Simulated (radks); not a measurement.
Removal energies from the ytterbium ion Yb+, [Xe] 4f14 6s1, by Delta-SCF beside the eigenvalue of the level emptied. Method: Dirac Kohn-Sham, BLYP, spin-unpolarised, spherical densities, finite nucleus; Fermi nuclear charge, rms radius of each element as measured or else 0.836 A^(1/3) + 0.57 fm; computed with a radial shooting solver on a logarithmic mesh with Libxc functionals. Sub-shells are occupied by j as written (lower j first in brackets).

| removed from | final configuration | Delta-SCF (eV) | -eigenvalue (eV) |
|---|---|---|---|
| 6s1/2 | [Xe] 4f14 | 12.399 | 9.339 |
| 4f7/2 | [Xe] 4f(5/2: 6, 7/2: 7) 6s1 | 17.131 | 8.998 |
| 4f5/2 | [Xe] 4f(5/2: 5, 7/2: 8) 6s1 | 18.526 | 10.315 |
| 5p3/2 | [Kr] 4d10 4f14 5s2 5p(1/2: 2, 3/2: 3) 6s1 | 38.569 | 32.320 |
